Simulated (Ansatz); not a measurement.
Ga₈Sb₈. The state is a singlet with charge 0. Geometry PBE-D4/def2-SVP, basis def2-SVP, Ansatz.

Cartesian coordinates in Å:
```
Ga -0.5212 -1.4253 -3.2957
Ga -1.6416 1.0398 -2.5380
Ga -0.0257 -1.0502 2.3028
Ga -2.8163 -1.1015 2.1177
Ga 1.1381 1.0160 0.5451
Ga -1.3815 0.5282 0.2937
Ga 3.8653 -0.0113 -0.4365
Ga -0.0796 -1.7343 -0.3811
Sb 0.0923 3.3101 1.5193
Sb 1.5297 0.7697 -2.1593
Sb 2.0991 -2.7403 0.9955
Sb -2.4564 2.0413 2.2636
Sb 2.7028 -0.3037 2.3200
Sb -2.6442 -1.4315 -1.0742
Sb 2.1718 -2.0231 -2.0127
Sb -2.0324 3.1160 -0.4603
```

| run | HOMO (eV) | LUMO (eV) |
| --- | --- | --- |
| A | -5.24 | -2.81 |
| B | -5.65 | -2.12 |
| C | -4.81 | -3.33 |
| D | -4.59 | -3.28 |

In the def2 sets Sb takes a core potential; there is no spin–orbit coupling. Single mean-field runs in def2-SVP are fitted with def2-universal-jkfit. The structure comes from a short search, and lower isomers may exist.

Task: The runs used BHLYP, PBE, PBE0, r2SCAN. Estimate which is which.

Result: A PBE0 (25 % exact exchange); B BHLYP (50 % exact exchange); C r2SCAN (0 % exact exchange); D PBE (0 % exact exchange). Exact exchange lowers occupied and raises empty levels; among semilocal functionals meta-GGAs tend to open the gap a little, and such runs are hard to tell apart. The gap grows from 1.31 eV (PBE) to 3.53 eV (BHLYP).
